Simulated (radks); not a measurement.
Removal energies from the silicon ion Si3+, [Ne] 3s1, by Delta-SCF beside the eigenvalue of the level emptied. Calculated with a radial shooting solver on a logarithmic mesh with Libxc functionals: Dirac Kohn-Sham, PBE, spin-unpolarised, spherical densities, finite nucleus; Fermi nuclear charge, rms radius of each element as measured or else 0.836 A^(1/3) + 0.57 fm. Sub-shells are occupied by j as written (lower j first in brackets).

| removed from | final configuration | Delta-SCF (eV) | -eigenvalue (eV) |
|---|---|---|---|
| 3s1/2 | [Ne] | 45.152 | 39.487 |
| 2p3/2 | [He] 2s2 2p(1/2: 2, 3/2: 3) 3s1 | 150.32 | 131.79 |
| 2p1/2 | [He] 2s2 2p(1/2: 1, 3/2: 4) 3s1 | 151.03 | 132.44 |
| 2s1/2 | [He] 2s1 2p6 3s1 | 193.36 | 175.87 |
